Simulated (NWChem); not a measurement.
## Basis-set dependence for selenium dioxide (O₂Se)

```xyz
3

O      1.3523     0.0000    -0.5852
Se     0.0000     0.0000     0.2754
O     -1.3523     0.0000    -0.5852
```
Charge 0, spin multiplicity 1.

Everything below was run with NWChem. All single points use one geometry, from PBE0/def2-SVP, a minimum by its harmonic frequencies.

Hartree-Fock energies in Ha, correlation energies in mHa.

The Hamiltonian is non-relativistic. The correlated methods keep 11 core orbitals frozen. Coupled-cluster values serve here as a point of comparison, not as the truth.

| basis | functions | RHF | MP2 | SCS-MP2 | CCSD | CCSD+T(CCSD) | CCSD(T) | CR-CCSD[T] | CR-CCSD(T) |
|---|---|---|---|---|---|---|---|---|---|
| 3-21G | 40 | -2537.20967 | -372.1 | -356.0 | -344.9 | -375.4 | -369.7 | -367.6 | -363.4 |
| def2-SVP | 60 | -2549.01467 | -648.0 | -610.5 | -626.8 | -659.3 | -654.6 | -650.3 | -647.0 |
| def2-TZVP | 110 | -2549.52914 | -776.9 | -739.9 | not run | not run | not run | not run | not run |

From def2-SVP to def2-TZVP the Hartree-Fock energy moves by -514.5 mHa and the MP2 correlation energy by -128.9 mHa, which is 17 % of its value in the larger set.
